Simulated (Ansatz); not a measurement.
Ansatz (a first-principles code) input (RI-MP2/aug-cc-pVTZ):
A basis named .json is the Basis Set Exchange file of that set.

Ansatz 0.2 input:
```yaml
crystal:
  periodic: [false, false, false]
  atoms:
    - {symbol: C, position_ang: [0.63147764, 0.55257028, 1.34415246]}
    - {symbol: C, position_ang: [0.22064801, 1.55346205, 0.22116487]}
    - {symbol: N, position_ang: [-0.33727837, 0.82170106, -0.92193795]}
    - {symbol: C, position_ang: [-1.51022788, 0.06108787, -0.47573501]}
    - {symbol: C, position_ang: [-1.09939825, -0.93980390, 0.64725258]}
    - {symbol: N, position_ang: [0.33727837, -0.82170106, 0.92193795]}
    - {symbol: C, position_ang: [1.08416505, -1.11410403, -0.30692365]}
    - {symbol: C, position_ang: [0.67333542, -0.11321227, -1.42991125]}
    - {symbol: H, position_ang: [0.08791723, 0.74830099, 2.27082773]}
    - {symbol: H, position_ang: [1.69838145, 0.61974775, 1.56708506]}
    - {symbol: H, position_ang: [1.07757122, 2.13220888, -0.12987674]}
    - {symbol: H, position_ang: [-0.53289300, 2.26076211, 0.57386594]}
    - {symbol: H, position_ang: [-2.26199078, 0.76992103, -0.12231803]}
    - {symbol: H, position_ang: [-1.92811593, -0.45931714, -1.34005191]}
    - {symbol: H, position_ang: [-1.64118055, -0.74254010, 1.57464377]}
    - {symbol: H, position_ang: [-1.30730570, -1.97177826, 0.35690989]}
    - {symbol: H, position_ang: [2.15060382, -1.04521441, -0.08229493]}
    - {symbol: H, position_ang: [0.87401445, -2.14589934, -0.59628613]}
    - {symbol: H, position_ang: [0.25320422, -0.63343822, -2.29324793]}
    - {symbol: H, position_ang: [1.52979359, 0.46724671, -1.77925672]}
basis:
  gaussian:
    orbitals: aug-cc-pVTZ
    fitting: {mean_field: def2-universal-jkfit, correlation: aug-cc-pVTZ-RIFIT.json}
total_charge: 1
magnetization: {spin_polarized: true, initial_magnetization: 1}
correlation: {method: mp2, electrons: outside_noble_gas}
```

End of the output:

```
820 factors; integrals over basis functions are off by at most 9.0e-1 eV
2.41 GiB of device memory are held for the factors and their scratch space
mean field: 4.68 GiB planned
mean field evaluation 1: about -9322.3361 eV, gradient 4.0e1 eV
mean field evaluation 2: about -9328.6339 eV, gradient 2.2e1 eV
mean field evaluation 4: about -9330.8861 eV, gradient 1.2e0 eV
mean field evaluation 8: about -9330.9064 eV, gradient 2.9e-4 eV
mean field evaluation 16: about -9331.1926 eV, gradient 3.9e-6 eV
mean field evaluation 32: about -9330.9053 eV, gradient 2.2e-1 eV
mean field -9331.19256320 eV, -342.9150017882 hartree, gradient 3.8e-6 eV, S^2 0.769144; 4 other end points of the search recorded, 0 dependent functions left out
8 core orbitals not correlated
1400 factors; their error is unknown
reference -9331.19256320 eV, -342.9150017882 hartree; 23, 22 occupied and 613, 614 virtual orbitals, 1400 factors
second order -38.56576131 eV of doubles, -0.00000000 eV of singles
Total energy: -9369.75832451 eV, -344.3322673756 hartree
```

This state (charge 1, doublet) is run at the relaxed geometry of the species with charge 0 and multiplicity 1.
